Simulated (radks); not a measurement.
Q: The germanium ion Ge2+, 30 electrons, occupied as [Ar] 3d10 4s1 4p1 (not the ground configuration). Calculated with a radial shooting solver on a logarithmic mesh with Libxc functionals: scalar-relativistic Kohn-Sham, BLYP, spin-polarised, spherical densities, point nucleus; open shells are filled with parallel spins first. Some entries of the table are withheld. Estimate them.

| orbital | occ. | eigenvalue (hartree) | <r^2> (bohr^2) |
|---|---|---|---|
| 1s up | 1 | -403.7233 | 0.002973 |
| 1s down | 1 | -403.7186 | 0.002973 |
| 2s up | 1 | -51.21108 | 0.05204 |
| 2s down | 1 | -51.20882 | 0.05204 |
| 2p up | 3 | -44.86118 | 0.04135 |
| 2p down | 3 | -44.85790 | 0.04135 |
| 3s up | 1 | -6.97332 | 0.4499 |
| 3s down | 1 | -6.96721 | 0.4492 |
| 3p up | 3 | -5.03426 | (1) |
| 3p down | 3 | -5.02712 | (2) |
| 3d up | 5 | (3) | 0.6873 |
| 3d down | 5 | (4) | 0.6722 |
| 4s up | 1 | -1.14214 | 4.174 |
| 4s down | 0 | -1.07172 | 4.213 |
| 4p up | 1 | -0.78644 | 5.890 |
| 4p down | 0 | -0.71868 | 6.154 |

A: 
(1) 3p up <r^2> (bohr^2): 0.4933
(2) 3p down <r^2> (bohr^2): 0.4917
(3) 3d up eigenvalue (hartree): -1.86461
(4) 3d down eigenvalue (hartree): -1.85225
